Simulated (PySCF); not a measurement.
## Worked example: oscillator strength and radiative lifetime

Sn(F)(Cl)(OH)2 (ClFH₂O₂Sn), SMILES [F][Sn]([Cl])([OH])[OH].

The structure is a stationary point at PBE0-D3(BJ)/def2-SVP. The structure was generated by enumeration; whether it is a known compound was not checked. The def2 effective core potentials stand for the cores of Sn; spin–orbit coupling is left out. One conformer was computed; it need not be the lowest.

TDA-CAM-B3LYP/def2-SVPD (PySCF) puts the first singlet state with f over 0.02 at 5.94 eV (vertical), with the transition dipole (0.189, 0.340, 0.043) in atomic units.

Problem. Find the oscillator strength, the wavelength and the radiative lifetime that this transition would have in vacuum if emission retraced absorption.

Solution. 
|μ|² = 0.1532 au, so |μ| = 0.99 D. ΔE = 5.94/27.211 = 0.2183 hartree. f = (2/3) ΔE |μ|² = 0.022 (the program prints 0.022).
λ = 1239.84/5.94 = 209 nm; ν = 47909 cm⁻¹.
Einstein's coefficient A = 0.6670 ν² f s⁻¹ (ν in cm⁻¹) = 3.4e7 s⁻¹, so τ = 1/A = 29 ns. This state is S3; the lower singlets have f = 0.017, 0.007. The figure is the radiative limit of this one transition; relaxation, internal conversion, crossing to triplets and a medium change what is measured.
